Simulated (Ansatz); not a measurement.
Geometry optimisation, RHF/def2-SVP (Ansatz 0.2.0).

input.yaml

```yaml
crystal:
  periodic: [false, false, false]
  atoms:
    - { symbol: Zr, position_ang: [0.0, 0.0, 0.0] }
    - { symbol: O, position_ang: [0.0, 0.0, 2.07] }
    - { symbol: H, position_ang: [-0.9095, -0.2814, 2.4071] }
    - { symbol: O, position_ang: [1.952, 0.0, -0.6893] }
    - { symbol: H, position_ang: [2.2684, -0.9521, -0.806] }
    - { symbol: "N", position_ang: [-1.0409, 1.8034, -0.7359] }
    - { symbol: H, position_ang: [-2.061, 1.7482, -1.0186] }
    - { symbol: H, position_ang: [-0.5204, 2.7241, -0.8065] }
    - { symbol: F, position_ang: [-0.9326, -1.6157, -0.6593] }
basis:
  gaussian: { orbitals: def2-SVP }
hamiltonian:
  xc: hf
relax:
  f_tol: 0.02
  max_steps: 40
output:
  orbitals: {}
```

Command:

```bash
$ ansatz run input.yaml --threads 1 --pin off --max-ram 2048MiB --backend cpu --events-out ev --progress --plain --runs-dir out
```

Task: Where does it end, and by what steps?

Result: The forces met the threshold. The force dipped under the threshold on the way, but the program's further checks kept it going. After 19 steps the energy has fallen by 1.587 eV; H8 moved furthest, 0.91 Å.

```csv
step,energy less start (eV),largest force component (eV/Å),accepted
0,0.0000,3.141,yes
1,-0.7421,3.814,yes
2,-1.2221,2.011,yes
3,-1.3307,1.509,yes
4,-1.5060,0.485,yes
5,-1.5386,0.244,yes
6,-1.5705,0.179,yes
7,-1.5768,0.130,yes
8,-1.5802,0.110,yes
9,-1.5805,0.100,yes
10,-1.5809,0.370,yes
11,-1.5845,0.030,yes
12,-1.5858,0.013,yes
13,-1.5586,0.947,no
14,-1.5862,0.055,yes
15,-1.5857,0.211,no
16,-1.5867,0.011,yes
17,-1.5870,0.059,yes
18,-1.5870,0.055,yes
19,-1.5873,0.001,yes
```

```xyz
9
Properties=species:S:1:pos:R:3
Zr -0.165 -0.094 -0.046
O -0.500 -0.175 1.851
H -0.597 -0.266 2.781
O 1.694 -0.182 -0.547
H 2.612 -0.294 -0.715
N -0.923 1.670 -0.760
H -1.721 2.162 -0.397
H -0.562 2.193 -1.540
F -1.082 -1.587 -0.866
```

The run took 60 s on 1 thread of Arm Neoverse V2, on a shared host, peak memory 0.21 GiB.
